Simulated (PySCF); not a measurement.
Computed shifts of a molecule C₄H₇FO, PBE/pcSseg-1 (PySCF), GIAO, gas phase, equivalent atoms averaged, in ppm (number of nuclei): ¹³C: 85.7 (1), 61.0 (1), 26.6 (1), 23.6 (1). ¹⁹F: -258.7 (1). ¹H: 4.94 (1), 1.78 (3), 0.98 (2), 0.49 (1). References: ¹³C against TMS (σ = 182.0 ppm); ¹⁷O against H2O (σ = 334.3 ppm); ¹⁹F against CFCl3 (σ = 133.6 ppm); ¹H against TMS (σ = 31.49 ppm), references at their B3LYP-D3(BJ)/def2-TZVP geometries, non-relativistic. Coordinates come from a B3LYP-D3(BJ)/def2-SVP optimisation. Other conformers were not sampled.

Task: Identify the compound among the candidates.
A. C[C@@]1(O)C[C@H]1F
B. C[C@]1(F)C[C@H]1O
C. COC1(F)CC1
D. C=C(F)COC

Result: A, C[C@@]1(O)C[C@H]1F
